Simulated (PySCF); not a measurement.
## How methods differ on the excitation energy of Zr⁺

Zr⁺ [Kr] 4d2 5s1 (4F) → Zr⁺ [Kr] 4d1 5s1 5p1 (high-spin determinant), as a difference of total energies. Computed with PySCF 2.14 in ANO-RCC-VTZP (7s6p4d2f1g, 68 functions), with the spin-free X2C one-electron Hamiltonian (Gaussian nucleus). Correlated levels: valence and next inner shell: [Ar] 3d10 frozen. The calculations carry no spin-orbit coupling.

```csv
method,excitation energy (eV)
UHF,4.253
MP2 (valence and next inner shell),4.480
SCS-MP2 (valence and next inner shell),4.459
CCSD (valence and next inner shell),4.451
CCSD(T) (valence and next inner shell),4.399
```

**Question.** How much does correlation contribute at CCSD(T) (valence and next inner shell)?

**Answer.** 4.399 − (4.253) = 0.146 eV, measured against UHF.

A first-order spin-orbit estimate (lowest level to lowest level, LS coupling) adds -0.029 eV.

The basis was made for the ground configuration and has no added diffuse functions, so the excitation energy can come out too high.

The coupled-cluster amplitudes are large for the upper state (T1 above 0.03 or a double amplitude above 0.15), so a single reference is strained.

The determinant of the upper state mixes LS terms, which raises its energy above the lowest term, most at the Hartree-Fock and MP2 levels.
